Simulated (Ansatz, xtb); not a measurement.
**Relative energy of two isomers of C6H7FS**

Structure I: `C#C[C@@H]1SCC[C@H]1F`, a singlet. Structure II: `FCC(=S)C1=CCC1`, a singlet. Both are isolated molecules in the gas phase, relaxed with B3LYP/def2-SVP; the shapes shown needn't be the lowest conformers.

I (Å):

```tsv
atom	x (Å)	y (Å)	z (Å)
C	-2.2625	1.5891	-0.1538
C	-2.0761	0.3917	-0.1429
C	-1.8442	-1.0477	-0.1510
C	-0.2037	-2.2271	1.6533
C	0.4943	-1.4043	0.5697
C	-0.4272	-1.4192	-0.6397
F	-0.4675	-2.7038	-1.1618
S	-1.9965	-1.7893	1.5614
H	-2.4346	2.6491	-0.1539
H	-2.5732	-1.5463	-0.8087
H	0.1659	-1.9987	2.6628
H	-0.0866	-3.3042	1.4654
H	0.6268	-0.3610	0.8972
H	1.4835	-1.8146	0.3112
H	-0.1011	-0.7393	-1.4438
```

II (Å):

```xyz
15

C     0.3028    1.1573    0.8760
C    -0.9250    0.2685    0.8962
C    -0.7782   -1.1678    0.9330
C     0.2666   -2.0435    0.9797
C    -0.6181   -3.2649    0.9798
C    -1.8268   -2.2677    0.9296
F     1.4856    0.4838    1.1110
S    -2.4089    0.9835    0.8331
H     0.3691    1.6440   -0.1134
H     0.1882    1.9497    1.6338
H     1.3486   -1.9085    1.0067
H    -0.5578   -3.8913    1.8869
H    -0.5120   -3.9259    0.1019
H    -2.4896   -2.2836    1.8088
H    -2.4464   -2.3196    0.0208
```

Problem. Which of the two would you expect CCSD(T)/def2-SVP + ΔMP2/def2-TZVPP electronic energies to favour?

Solution. Structure I; the calculation gives E(II) − E(I) = +5.6 kcal/mol.

How the difference moves with the method:

```tsv
level	geometry	E(II) − E(I) (kcal/mol)	departure from the last row (kcal/mol)	job, with rough time for the two
GFN2-xTB	GFN2-xTB	+1.2	−4.4	optimisation, 0.24 s
HF/STO-3G	GFN2-xTB	+32.2	+26.7	single point, 0.46 s
r2SCAN-D4/def2-SVP	GFN2-xTB	−3.2	−8.8	single point, 4.5 s
B3LYP/def2-SVP	B3LYP/def2-SVP	−2.3	−7.9	optimisation, 65 s
HF/def2-SVP	B3LYP/def2-SVP	+3.9	−1.7	part of the CCSD(T) run
MP2/def2-SVP	B3LYP/def2-SVP	+3.9	−1.6	part of the CCSD(T) run
CCSD(T)/def2-SVP	B3LYP/def2-SVP	+1.7	−3.8	single point
CCSD(T)/def2-SVP + ΔMP2/def2-TZVPP	B3LYP/def2-SVP	+5.6		single point, 1.8 min
```

As drawn, II has 1 C–C, 1 C=S, 1 C=C in place of 1 C≡C, 2 C–S. Structure I has a 5-membered ring, II a 4-membered ring.

r2SCAN-D4/def2-SVP, B3LYP/def2-SVP put the two in the other order. The largest departure from CCSD(T)/def2-SVP + ΔMP2/def2-TZVPP is that of HF/STO-3G, 26.7 kcal/mol. The last row adds to CCSD(T) the change of the MP2 difference between the two basis sets, here +3.8 kcal/mol, a large step that makes the value less sure.

With thermal terms from frequencies at re-optimised GFN2-xTB minima (ideal gas, soft modes damped towards free rotors, one conformer each, 298.15 K, 1 atm): the zero-point term adds 0.0 kcal/mol; ΔH is +5.7 and ΔG +5.1 kcal/mol.

The correlated steps freeze 12 core orbitals. Mirror images aren't counted in ΔG. Programs: Ansatz 0.2.0, xtb 6.7.1; the last row on 4 threads of Arm Neoverse V1 on a shared host.
